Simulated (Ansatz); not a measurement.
Basis-set extrapolation for `B[SiH2]OBF` (PBE0-D4/def2-TZVP geometry, frozen core, Ansatz). Multiplicity 1, RHF reference.

```
                      def2-TZVPP   def2-QZVPP
                 HF  -515.747689  -515.767755
    MP2 correlation    -0.794145    -0.859489
CCSD(T) correlation    -0.864190      not run
```

Energies in hartree. Use E(X) = E(∞) + A·exp(−7.88·√X) for Hartree–Fock and E(X) = E(∞) + B·X^(−2.97) for correlation, with X = 3 and 4, and add CCSD(T) minus MP2 of the smaller set to the MP2 limit.

**Question.** What is the CCSD(T) energy at the basis-set limit?

**Answer.** HF limit: -515.767755 + (-0.020066) × 0.13774 = -515.77052. MP2 limit: -0.859489 + (-0.065344) × 0.74074 = -0.90789. Higher-order term: -0.864190 − (-0.794145) = -0.07005. Total: -516.74846 hartree, 3.72 eV below CCSD(T)/def2-TZVPP.
